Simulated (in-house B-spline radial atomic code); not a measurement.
A fraction x of an electron is removed from 5s in Rb, starting from [Kr] 5s1 and keeping the highest spin. Computed with a radial B-spline atomic code at the basis-set limit: scalar-relativistic (X2C) revTPSS, spin-polarised, spherical fractional occupations, Fermi nucleus of rms radius 4.2036 fm.

| x | E(x) - E(0) (eV) | 5s up level (eV) |
| --- | --- | --- |
| 0 | 0.0000 | -2.381 |
| 0.02 | 0.0483 | -2.447 |
| 0.2 | 0.5423 | -3.041 |
| 0.3 | 0.8628 | -3.368 |
| 0.47 | 1.4819 | -3.914 |
| 0.5 | 1.6008 | -4.009 |
| 0.58 | 1.9318 | -4.265 |
| 0.68 | 2.3746 | -4.595 |
| 0.84 | 3.1561 | -5.194 |
| 0.96 | 3.8106 | -5.707 |
| 1 | 4.0404 | - |

The exact functional would give a straight line between the two integer points. Deviations E(x) - E(0) - x[E(1) - E(0)], in eV: -0.033 at x = 0.02, -0.266 at x = 0.2, -0.349 at x = 0.3, -0.417 at x = 0.47, -0.419 at x = 0.5, -0.412 at x = 0.58, -0.373 at x = 0.68, -0.238 at x = 0.84, -0.068 at x = 0.96.

The curve lies below the straight line by up to 0.419 eV (at x = 0.5): convex, the delocalisation error that favours fractional charges.

Task: How well does Slater's transition state (minus the level at half occupation) give the ionisation energy?

Result: It gives 4.009 eV against 4.040 eV from the two total energies; NIST lists 4.18 eV, ground level to ground level.
